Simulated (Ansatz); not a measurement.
C2H6O2Si can be A, `CO[Si]OC`, or B, `O=CC[SiH2]O`.

Gas-phase electronic energies from Ansatz, PBE0-D4/def2-TZVP geometries. CCSD(T)/CBS is the MP2 limit (def2-TZVPP, def2-QZVPP) plus CCSD(T) − MP2 in def2-TZVPP, frozen cores. DFT in def2-TZVPP. B3LYP here is the variant with VWN-RPA as its local correlation; programs differ in this. Each species was taken in one conformer, which may not be the lowest.

Question: Which is lower in electronic energy at CCSD(T)/CBS, and by how much? (Estimate.)

Answer: Ansatz gave: B, by 6.4 kcal/mol.

Question: Give E(B) − E(A) in kcal/mol with B2PLYP, B3LYP, CCSD/def2-TZVPP, MP2/def2-TZVPP, CCSD(T)/def2-TZVPP, r2SCAN-D4, B3LYP-D4. (Estimate.)

Answer: The calculation gave: B2PLYP -5.5, B3LYP -3.7, CCSD/def2-TZVPP -5.7, MP2/def2-TZVPP -8.6, CCSD(T)/def2-TZVPP -6.4, r2SCAN-D4 -9.2, B3LYP-D4 -3.7. None reverses the order clearly.

Largest T1 diagnostic: 0.014.

From PBE to PBE0 (25 % exact exchange), in def2-TZVPP and without D4, E(B) − E(A) moves by −0.9 kcal/mol.
